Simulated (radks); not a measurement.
Results of a calculation; reference values are marked as such.
Successive ionisation energies (eV) of one element, from differences of total energies of ions in their ground configurations, starting at charge 44: 3446.4, 3712.9, 3807.8, 8807.4, 9049.2, 9286.9, 9610.0, 9861.0, 10107.5, 10799.6, 11040.4, 45198, 46228. Code: a radial shooting solver on a logarithmic mesh with Libxc functionals. Model: scalar-relativistic Kohn-Sham, LDA (Slater exchange, VWN5 correlation), spin-polarised, spherical densities, finite nucleus; open shells are filled with parallel spins first (spin-orbit coupling, left out, can overturn this in heavy ions); Fermi nuclear charge, rms radius 4.855 fm. Which element is it?

Answer. Lanthanum (Z = 57). The first species listed is La44+ in [Ne] 3s2 3p1, the last La56+ in 1s1.
